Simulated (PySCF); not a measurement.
## Computed structure and properties of [Hf(NH2)3]+

System: [Hf(NH2)3]+ (singlet); start: displaced along the imaginary mode (C1). Method: PySCF 2.14.0, RKS PBE0, Hf def2-SVP with ECP60, N def2-SVP, H def2-SVP; non-relativistic Hamiltonian with scalar-relativistic core potentials where named; density fitting; no spin-orbit coupling.

Input of the relaxation:

```python
mol = gto.M(atom='''
Hf    -0.00000     0.00000    -0.00000
N      2.01934     0.00000     0.01283
H      2.65769    -0.14539     0.81147
H      2.62626     0.14540    -0.81224
N     -1.00967     1.74880    -0.01431
H     -1.22164     2.32514     0.81229
H     -1.42034     2.25090    -0.81143
N     -1.00967    -1.74880     0.00148
H     -1.10539    -2.41458     0.81181
H     -1.53658    -2.16146    -0.81190''',
    basis={'Hf': 'def2-SVP', 'N': 'def2-SVP', 'H': 'def2-SVP'},
    ecp={'Hf': 'def2-SVP'},
    charge=1, spin=0)
mf = dft.RKS(mol, xc='PBE0')
mf.grids.atom_grid = (50, 194)
mf = mf.density_fit()  # fitting sets: Hf def2-universal-JKFIT, N def2-universal-JKFIT, H def2-universal-JKFIT
mf.conv_tol = 1e-08; mf.max_cycle = 55
mf.kernel(dm0)  # dm0: converged density of the start geometry
# quasi-Newton relaxation in Cartesian coordinates to a largest gradient under 0.00045 Eh/bohr, steps kept in the point group
```

Run from Python with OMP_NUM_THREADS=2; the lines above give its settings. Where DIIS fails, smearing, a level shift and second-order steps follow.
It took 2.7 min on 2 threads of Arm Neoverse V1, with other jobs on the host, from the converged density of the start.

Course of the relaxation:

| step | energy above end (eV) | largest force component within the symmetry (eV/Å) |
| --- | --- | --- |
| 0 | 1.7879 | 1.172 |
| 1 | 1.4986 | 0.588 |
| 2 | 1.1198 | 1.196 |
| 3 | 0.9012 | 1.485 |
| 4 | 0.6856 | 1.311 |
| 5 | 0.6245 | 1.663 |
| 6 | 0.5557 | 1.040 |
| 7 | 0.4999 | 1.010 |
| 34 | 0.0008 | 0.034 |
| 35 | 0.0005 | 0.034 |
| 36 | 0.0003 | 0.028 |
| 37 | 0.0001 | 0.023 |
| 38 | 0.0001 | 0.014 |
| 39 | 0.0000 | 0.014 |
(The steps between are left out.)

Relaxed geometry (nearly C3v):

```xyz
10

Hf   -0.0800    0.0458    0.6396
N     1.8753    0.0145    0.3091
H     2.4512   -0.8257    0.2196
H     2.4698    0.8146    0.0828
N    -0.9531    1.6459   -0.1428
H    -0.4995    2.5385   -0.3513
H    -1.9042    1.6969   -0.5147
N    -0.9535   -1.6419    0.0728
H    -0.4885   -2.5419   -0.0644
H    -1.9175   -1.7466   -0.2507
```

```tsv
contact	Å
Hf1–N2 (NH2)	1.983
Hf1–N5 (NH2)	1.984
Hf1–N8 (NH2)	1.983
```

On the finer grid (75, 302):

```yaml
HOMO: -12.45 eV
LUMO: -6.88 eV
Dipole_about_the_centre_of_mass: 0.73 D
Set_of_Mulliken_populations_of_Hf1_outside_the_core_potential: s 2.36, p 6.20, d 2.12, f 0.13
D3_BJ_dispersion_energy_not_in_the_energies: -0.152 eV
```

| atom | Mulliken (e) | Löwdin (e) | spin (e) |
| --- | --- | --- | --- |
| Hf1 | 1.19 | 0.64 | 0.00 |
| N2 | -0.45 | -0.12 | 0.00 |
| H3 | 0.19 | 0.12 | 0.00 |
| H4 | 0.19 | 0.12 | 0.00 |
| N5 | -0.45 | -0.12 | 0.00 |
| H6 | 0.19 | 0.12 | 0.00 |
| H7 | 0.19 | 0.12 | 0.00 |
| N8 | -0.45 | -0.12 | 0.00 |
| H9 | 0.19 | 0.12 | 0.00 |
| H10 | 0.19 | 0.12 | 0.00 |

On the grid (50, 194), as all that follows. Harmonic modes: a minimum; lowest 112 cm⁻¹ (negative: unstable), highest 3614 cm⁻¹, zero-point energy 2.041 eV.

Taking off one NH2 (charge -1, singlet; the rest: singlet) in vacuum, both parts rigid, costs 18.40 eV; the small basis without counterpoise inflates it. Most of it is the attraction of opposite charges; other ways to part are cheaper, and one spin state was tried for the rest.

Rigid scan of NH2 along the line from its metal:

(distance to N2 (Å), energy (eV)): (1.68, 1.792), (1.78, 0.681), (1.88, 0.146), (1.98, 0.000), (2.08, 0.111), (2.18, 0.389), (2.38, 1.211), (2.68, 2.631), (3.08, 4.298), (3.58, 5.655)

One start shape was tried, so this needn't be the lowest isomer.
